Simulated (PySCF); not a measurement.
## C$_{7}$H$_{9}$O$_{2}$P: full NMR table

```yaml
Formula: C7H9O2P
SMILES: C[P@](=O)(O)c1ccccc1
InChI: InChI=1S/C7H9O2P/c1-10(8,9)7-5-3-2-4-6-7/h2-6H,1H3,(H,8,9)
Point_group_of_the_computed_structure: C1
Carbon_signals: 5
Proton_signals: 5
```

Numbering as in the mapped SMILES `[CH3:1][P@:2](=[O:3])([OH:4])[c:5]1[cH:6][cH:7][cH:8][cH:9][cH:10]1`. Each H is labelled by its parent atom.

Theory: PBE0-D3(BJ)/def2-SVP geometry, shieldings: GIAO HF/pcSseg-1, in PySCF 2.14.0 with density-fitted response routines (in vacuum, one computed conformer, no relativistic terms, one averaged value for each set of equivalent atoms).

Scale: $^{1}$H, $^{13}$C vs TMS; $^{31}$P against H3PO4; $^{17}$O vs H2O (reference shieldings calculated alike).

```tsv
carbon	δC, type	δH (multiplicity)	HMBC from (2–3 bonds)	span of the C tensor (ppm)
C1	17.1, CH3	1.42 (m)	–	27
C5	138.4, C	–	H(C6)/H(C10), H(C7)/H(C9), H(C1)	224
C6/C10	142.3, CH	8.21 (m)	H(C6)/H(C10), H(C8), H(C7)/H(C9)	261
C7/C9	134.1, CH	7.58 (m)	H(C6)/H(C10), H(C8), H(C7)/H(C9)	247
C8	141.8, CH	7.75 (t)	H(C6)/H(C10), H(C7)/H(C9)	257
```

Other nuclei:
```
atoms   nucleus                        environment  δ (ppm)  σ (ppm)
H(O4)   $^{1}$H  hydrogen on an oxygen bonded to P     2.85    28.84
   P2  $^{31}$P      phosphorus bonded to 2 C, 2 O     27.8    328.4
   O3  $^{17}$O                         P=O oxygen    111.5    221.8
   O4  $^{17}$O              oxygen bonded to P, H     92.3    241.0
```

δC 142.3, 141.8, 134.1: aromatic CH. δC 138.4: substituted aromatic carbon. δC 17.1: methyl carbon bonded to P. δH 8.21, 7.75, 7.58: hydrogen on an aromatic CH; the ring current deshields protons in the ring plane. δH 2.85: hydrogen on an oxygen bonded to P; labile proton, position sensitive to the medium.

OH and NH positions are those of a molecule without intermolecular hydrogen bonds; in solution they move with solvent, concentration and temperature, and exchange usually removes their couplings. Splittings by $^{31}$P in the carbon and heteronuclear signals aren't shown, as no couplings were computed. Shifts are as computed. Against solution values, carbons near 30 ppm lie about -0 ppm off and those near 130 ppm about +7 ppm. Of 1309 compounds with measured shifts, 239 miss one by over three times the rms of a fit or turn the order of signals round; such compounds aren't used in these exercises. Experimental scales use liquid or dissolved standards, which lie at an offset from isolated H2O (liquid H2O: subtract about 36 ppm) and H3PO4. No couplings were computed; multiplicities are counted from neighbouring protons, with m where these are inequivalent, close in shift, in a saturated or five-membered ring or joined by F or P, and br s for small geminal =CH2 splittings.
